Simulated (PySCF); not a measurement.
A structure optimised at B3LYP-D3(BJ)/def2-SVP, used in a PySCF frequency run:

```
Ga
O 1 1.7997
H 2 0.9657 1 116.08
P 1 2.3336 2 112.26 3 175.69
H 4 1.4291 1 92.38 2 47.42
H 4 1.4300 5 94.21 1 -93.71
P 1 2.3481 2 119.93 3 4.04
H 7 1.4295 1 92.74 2 -139.50
H 7 1.4308 8 93.93 1 -93.59
```
Charge 0, spin multiplicity 1.

**Question.** Write its SMILES and formula.

**Answer.** [OH][Ga]([PH2])[PH2], GaH5OP2

**Question.** What are its rotational constants (standard atomic weights)?

**Answer.** 4.0182, 1.6998, 1.2156 GHz
